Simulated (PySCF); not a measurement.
N-methylpropan-2-imine (C₄H₉N), SMILES CC(=NC)C. Atoms are numbered in the order given.

```xyz
14

C     -0.1020    -0.9222     1.7082
N      0.5508     0.0600     0.8667
C      0.1049     0.2498    -0.3247
C      0.7887     1.2738    -1.1943
C     -1.0749    -0.4903    -0.9272
H     -0.0782    -1.9475     1.2689
H     -1.1773    -0.6851     1.8878
H      0.3982    -0.9707     2.6960
H      1.1767     0.8058    -2.1249
H      0.0730     2.0618    -1.5142
H      1.6244     1.7387    -0.6403
H     -1.9921    -0.3264    -0.3216
H     -0.8949    -1.5868    -0.9239
H     -1.2855    -0.1765    -1.9667
```
Charge 0, spin multiplicity 1.

Coordinates come from a PBE-D3(BJ)/def2-SVP optimisation.

The numbers are results of HF/pcSseg-1 (PySCF), not measurements.

GIAO shieldings, no solvent; atoms listed in one row are averaged. δ = σ(ref) − σ: ¹³C against TMS (σ = 192.6 ppm); ¹⁵N against NH3 (σ = 267.3 ppm); ¹H against TMS (σ = 31.99 ppm), references at their B3LYP-D3(BJ)/def2-TZVP geometries, non-relativistic.

Problem. Estimate the chemical shifts. (The exact figures need the calculation; the answer reports its results.)

Solution. 
```csv
nucleus,atoms,count,δ (ppm)
¹³C,C3,1,183.5
¹³C,C1,1,39.4
¹³C,C4,1,33.0
¹³C,C5,1,20.8
¹⁵N,N2,1,374.2
¹H,"H6, H7, H8",3,3.45
¹H,"H9, H10, H11",3,2.60
¹H,"H12, H13, H14",3,2.19
```
